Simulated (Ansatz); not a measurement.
Cl2Zn, SMILES [Cl][Zn-][Cl] (connectivity only; charge and spin as stated), charge -1, multiplicity 2.

Coordinates come from a B3LYP-D3(BJ)/def2-SVPD optimisation.

Two levels are set side by side: PBE/def2-TZVPD (Ansatz, a program for electronic structure) and CAM-B3LYP/def2-TZVPD (Ansatz). Energy differences of separate SCF runs at the same geometry; the states with an electron removed or added have multiplicity 1. Differences are taken from unrounded values.

| quantity | CAM-B3LYP | PBE | PBE minus CAM-B3LYP |
|---|---|---|---|
| vertical ionisation energy (eV) | 2.58 | 2.39 | -0.18 |
